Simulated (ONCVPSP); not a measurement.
# How hard is this Ni (Z = 28) ONCV potential?

* Element: nickel
* Generator: ONCVPSP 4.0.1
* Type: optimised norm-conserving Vanderbilt (ONCV)
* Functional: LDA (Perdew-Zunger)
* Relativity: scalar-relativistic
* Frozen core: [Ne]
* Valence charge: 18
* Reference configuration: 3s2 3p6 3d8 4s2
* Partial waves: 3s+4s: rc 1.40 bohr, ncon 3, nbas 7, qcut 9.1 1/bohr, 3 projectors, debl 3.8 Ha; 3p: rc 0.75 bohr, ncon 4, nbas 8, qcut 10.4 1/bohr, 1 projector; 3d: rc 1.50 bohr, ncon 4, nbas 8, qcut 10.3 1/bohr, 2 projectors, debl 2.1 Ha
* Local potential: polynomial inside 0.55 bohr (lpopt 5, dvloc0 0 Ha)
* Core correction: polynomial model core, fcfact 0.65

Task: For each optimised wave give the share of its norm inside rc, the residual kinetic energy above qcut (Ha) and the cutoffs (Ha) for errors of 10, 1, 0.1 and 0.01 mHa per electron.

Result:

```csv
wave,norm inside rc,residual KE,10 mHa,1 mHa,0.1 mHa,0.01 mHa
3s,0.975,3.4e-07,11.4,14.8,27.8,33.6
4s,0.062,4.5e-07,8.3,12.2,27.7,34.2
s projector 3,0.088,6.4e-06,10.7,26.5,34.5,40.2
3p,0.519,1.8e-03,30.6,95.9,331.0,385.8
3d,0.835,9.6e-06,37.2,43.5,48.2,54.2
d projector 2,0.087,3.2e-05,36.3,44.1,50.1,74.6
```

The occupied waves need 96 Ha and 331 Ha for 1 and 0.1 mHa.
